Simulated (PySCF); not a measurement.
Ligand series L-Cu-X. Isolated molecules, 0 K electronic values unless said otherwise. One relaxed conformer stands for each flexible species; it need not be the lowest. Multiplicities are imposed; where one is given, others were not computed.

Method: PySCF with TPSSh-D3(BJ)/def2-TZVP // TPSS-D3(BJ)/def2-SVP. All candidates: neutral, multiplicity 1. 

The LUMO is -1.17 eV and the HOMO is -5.68 eV. The HOMO–LUMO gap comes out as 4.51 eV.

**Question.** Which member has these values?
A) [Cu(H2O)(H)]
B) [Cu(NH3)(Cl)]
C) [Cu(NH3)(CH3)]
D) [Cu(CO)(H)]

**Answer.** B, [Cu(NH3)(Cl)]. The others give [Cu(H2O)(H)]: -1.16 eV, -5.20 eV, 4.04 eV; [Cu(CO)(H)]: -2.87 eV, -6.50 eV, 3.63 eV; [Cu(NH3)(CH3)]: -0.70 eV, -4.74 eV, 4.04 eV
